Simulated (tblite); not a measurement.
Compound: C₈H₁₄Si.
Numbering: `[CH2:1]=[CH:2][C@@H:3]([CH2:4][CH3:5])[C:6]1=[CH:7][SiH2:8][CH2:9]1` (hydrogens: H10, H11 on C1; H12 on C2; H13 on C3; H14, H15 on C4; H16, H17, H18 on C5; H19 on C7; H20, H21 on Si8; H22, H23 on C9)

Computed with GFN2-xTB (tblite), gas phase: L-BFGS steps from a force-field or distance-geometry start until the largest atomic force falls under 0.01 eV/Å.

The end geometry, which sets the zero of energy:
```
atom  x, y, z in Å
C1     -0.9958    2.7352    0.9618
C2     -0.6876    1.8494    0.0342
C3     -0.6586    0.3643    0.2558
C4     -1.6331   -0.3292   -0.7122
C5     -1.7161   -1.8278   -0.4517
C6      0.7414   -0.1270    0.0616
C7      1.5911   -0.6489    0.9576
Si8     2.9943   -0.8769   -0.2744
C9      1.5122   -0.1093   -1.2387
H10    -1.0035    3.7937    0.7631
H11    -1.2563    2.4391    1.9650
H12    -0.4294    2.1706   -0.9664
H13    -0.9651    0.1489    1.2862
H14    -2.6227    0.1190   -0.5920
H15    -1.3083   -0.1490   -1.7392
H16    -0.7326   -2.2861   -0.5346
H17    -2.3828   -2.3032   -1.1683
H18    -2.0964   -2.0186    0.5499
H19     1.4011   -0.8209    2.0053
H20     4.1767   -0.0275   -0.1400
H21     3.3589   -2.2408   -0.6588
H22     1.6497    0.8922   -1.6437
H23     1.0581   -0.7203   -2.0177
```

Question: These geometries come from the run, each turned onto the end geometry. Order them by energy, lowest first.
A.
```
atom  x, y, z in Å
C1     -1.0359    2.7074    0.9640
C2     -0.6765    1.8454    0.0324
C3     -0.6353    0.3582    0.2439
C4     -1.6228   -0.3207   -0.7228
C5     -1.7580   -1.8108   -0.4378
C6      0.7632   -0.1357    0.0525
C7      1.6154   -0.6438    0.9547
Si8     3.0213   -0.8721   -0.2720
C9      1.5369   -0.1203   -1.2453
H10    -1.0700    3.7693    0.7860
H11    -1.3103    2.3784    1.9536
H12    -0.4059    2.1837   -0.9593
H13    -0.9403    0.1415    1.2749
H14    -2.5958    0.1665   -0.6160
H15    -1.2879   -0.1695   -1.7512
H16    -0.8007   -2.3107   -0.5724
H17    -2.4867   -2.2645   -1.1071
H18    -2.0873   -1.9695    0.5874
H19     1.4291   -0.8064    2.0044
H20     4.1943   -0.0092   -0.1465
H21     3.3906   -2.2374   -0.6440
H22     1.6681    0.8816   -1.6509
H23     1.0897   -0.7341   -2.0258
```
B.
```
atom  x, y, z in Å
C1     -1.0713    2.7052    0.9805
C2     -0.6898    1.8502    0.0499
C3     -0.6179    0.3604    0.2146
C4     -1.6332   -0.3197   -0.7157
C5     -1.7925   -1.8091   -0.4359
C6      0.7898   -0.1205    0.0137
C7      1.6247   -0.6294    0.9324
Si8     3.0463   -0.8792   -0.2580
C9      1.5933   -0.1299   -1.2703
H10    -1.1206    3.7653    0.7917
H11    -1.3353    2.4228    1.9874
H12    -0.4781    2.2117   -0.9441
H13    -0.8867    0.1264    1.2453
H14    -2.5951    0.1690   -0.5651
H15    -1.3315   -0.1704   -1.7511
H16    -0.8479   -2.3265   -0.5893
H17    -2.5434   -2.2438   -1.0969
H18    -2.1151   -1.9758    0.5908
H19     1.4478   -0.8060    1.9810
H20     4.2298   -0.0339   -0.1083
H21     3.4301   -2.2474   -0.6072
H22     1.7359    0.8606   -1.6966
H23     1.1561   -0.7531   -2.0462
```
C.
```
atom  x, y, z in Å
C1     -1.0634    2.7062    0.9822
C2     -0.7012    1.8517    0.0422
C3     -0.6137    0.3590    0.2276
C4     -1.6300   -0.3187   -0.7163
C5     -1.7872   -1.8082   -0.4355
C6      0.7882   -0.1246    0.0184
C7      1.6250   -0.6328    0.9371
Si8     3.0513   -0.8789   -0.2660
C9      1.5827   -0.1257   -1.2696
H10    -1.1217    3.7633    0.7828
H11    -1.3281    2.4036    1.9842
H12    -0.4627    2.2107   -0.9539
H13    -0.8863    0.1174    1.2634
H14    -2.5942    0.1772   -0.5673
H15    -1.3277   -0.1691   -1.7575
H16    -0.8455   -2.3300   -0.5876
H17    -2.5354   -2.2400   -1.0970
H18    -2.1102   -1.9723    0.5907
H19     1.4203   -0.7954    1.9848
H20     4.2326   -0.0356   -0.1120
H21     3.4335   -2.2465   -0.6097
H22     1.7261    0.8683   -1.6927
H23     1.1428   -0.7527   -2.0454
```
D.
```
atom  x, y, z in Å
C1     -1.0796    2.7190    0.9809
C2     -0.7052    1.8540    0.0580
C3     -0.6178    0.3621    0.2204
C4     -1.6446   -0.3197   -0.7095
C5     -1.8002   -1.8124   -0.4346
C6      0.7870   -0.1164    0.0163
C7      1.6388   -0.6334    0.9162
Si8     3.0597   -0.8829   -0.2571
C9      1.5882   -0.1308   -1.2647
H10    -1.1163    3.7825    0.8023
H11    -1.3419    2.4376    1.9846
H12    -0.4928    2.2207   -0.9287
H13    -0.9203    0.1403    1.2377
H14    -2.6240    0.1547   -0.5836
H15    -1.3447   -0.1687   -1.7430
H16    -0.8559   -2.3252   -0.5902
H17    -2.5496   -2.2468   -1.0965
H18    -2.1182   -1.9831    0.5898
H19     1.5147   -0.8271    1.9655
H20     4.2278   -0.0128   -0.0950
H21     3.4121   -2.2642   -0.6028
H22     1.7790    0.8469   -1.7075
H23     1.1991   -0.7675   -2.0557
```
E.
```
atom  x, y, z in Å
C1     -1.0469    2.7002    0.9677
C2     -0.6836    1.8444    0.0322
C3     -0.6276    0.3587    0.2407
C4     -1.6265   -0.3146   -0.7145
C5     -1.7716   -1.8039   -0.4340
C6      0.7712   -0.1307    0.0364
C7      1.6178   -0.6363    0.9451
Si8     3.0319   -0.8729   -0.2678
C9      1.5543   -0.1210   -1.2579
H10    -1.1100    3.7602    0.7885
H11    -1.3066    2.3717    1.9619
H12    -0.4221    2.1789   -0.9633
H13    -0.9204    0.1347    1.2727
H14    -2.5995    0.1698   -0.5963
H15    -1.2944   -0.1582   -1.7425
H16    -0.8232   -2.3166   -0.5782
H17    -2.5116   -2.2432   -1.0999
H18    -2.0950   -1.9705    0.5919
H19     1.4160   -0.7952    1.9920
H20     4.2147   -0.0233   -0.1315
H21     3.4133   -2.2393   -0.6276
H22     1.6988    0.8763   -1.6739
H23     1.1163   -0.7420   -2.0390
```

Answer: A (0.005 eV), E (0.009 eV), C (0.021 eV), B (0.037 eV), D (0.088 eV).

In the order of the answer:

| step | E above end (eV) | largest force (eV/Å) | rms force component (eV/Å) | rms distance from end (Å) | rms bond change (Å) | bond most changed (Å) |
| --- | --- | --- | --- | --- | --- | --- |
| 28 | 0.005 | 0.04 | 0.012 | 0.050 | 0.001 | C7–Si8 -0.001 |
| 21 | 0.009 | 0.06 | 0.019 | 0.065 | 0.001 | Si8–C9 +0.003 |
| 10 | 0.021 | 0.12 | 0.041 | 0.082 | 0.002 | C3–C4 +0.005 |
| 7 | 0.037 | 0.28 | 0.086 | 0.086 | 0.003 | C7–Si8 -0.010 |
| 5 | 0.088 | 0.49 | 0.143 | 0.095 | 0.006 | C7–Si8 -0.022 |

The cost below is that of the whole relaxation. Hardware: Arm Neoverse N1, one thread, no GPU, on a shared host. Cost: 0.97 s.
